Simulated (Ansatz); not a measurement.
A structure relaxed at PBE0-D4/def2-TZVP, charge 0, multiplicity 1:

Cartesian coordinates in Å:
```
B 0.025 -1.582 -1.098
P -0.198 -0.641 0.448
N -1.794 -0.094 0.650
Si 1.236 1.079 0.377
H 1.155 -1.784 -1.430
H -0.896 -2.072 -1.676
H -2.154 0.582 -0.005
H -2.059 0.128 1.596
H 2.587 0.537 0.084
H 1.239 1.755 1.701
H 0.859 2.093 -0.647
```

**Question.** Give its formula and SMILES.

**Answer.** BH7NPSi, `BP(N)[SiH3]`.

**Question.** Summarise the bond lengths by kind.

**Answer.** 1 × B–P 1.824 Å; 2 × B–H 1.193 to 1.195 Å; 1 × N–P 1.698 Å; 1 × P–Si 2.241 Å; 2 × H–N 1.008 Å; 3 × H–Si 1.485 to 1.489 Å.

All numbers were calculated with Ansatz.
